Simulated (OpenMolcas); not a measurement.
Rh3+ with 6 ligands (fluoride) in octahedral coordination (Oh) at 1.98 Å. A charge of +0.5 e stands 2.4 Å behind each ligand. Ligand basis ANO-RCC-VDZP.

| Item | Value |
| --- | --- |
| Program | OpenMolcas 26.06 |
| Method | SS-CASPT2, IPEA 0.25 Eh, imaginary shift 0.1 Eh (closed shells correlated: 4s 4p and the ligand valence shells) |
| Basis | ANO-RCC-VTZP [7s6p4d2f1g] |
| Scalar Hamiltonian | DKH2, point nucleus |
| Active space | 6 electrons in 5 orbitals (4d) |
| State averaging | 2S+1 = 5 even, 5 roots; 2S+1 = 3 even, 45 roots; 2S+1 = 1 even, 50 roots |
| Spin-orbit coupling | state interaction with AMFI integrals over the reference wave functions |

Task: What is the spin-free ground state (labels of O, the rotations of Oh)?

Result: 1A1, 1-fold in its orbital part; d6 allows 2S+1 = 5, so this is a state of lower spin.

Task: Where is the first state of the same spin?

Result: 1T1 at 18600 cm-1 above the ground state.

Task: What are the lowest two levels with spin-orbit coupling?

Result: A 1-fold level, then a 2-fold level 13830 cm-1 above it. Their leading multiplicities are 1 (96 %) and 3 (96 %).

Task: What is χT at 300 K, and how does it compare with the textbook value?

Result: The lowest level has 2S+1 = 1, for which the spin-only value is χT = S(S+1) / 2 = 0.000 cm3 K/mol (g = 2). The computed 0.043 at 300 K differs by +0.043, through orbital momentum, spin-orbit coupling and any other state in reach.

Roots that are degenerate in the reference are averaged as groups; the widest CASPT2 spread within a group is 950 cm-1 (the 3-fold group of multiplicity 1 near 18600 cm-1 above the lowest state of its run). Shifts and gaps below about the spread of the groups concerned are not significant. Over all roots computed the reference weight is 0.68 to 0.70; a low but even weight reflects the number of correlated electrons. The least metal-like active orbital is 81 % on the metal (Löwdin) and no ligand orbital is active, so the numbers are rough. Ligand-to-metal charge-transfer states are missing. With no ligand orbital active B as a rule stays too high, so bands that hang on it stand too high and its fall with covalency is understated. With one d shell and no ligand orbital active, 10Dq can be off by a tenth or more. No measured value stands beside these numbers; the geometry is a model, was not optimised and need not be the one that this ion takes.
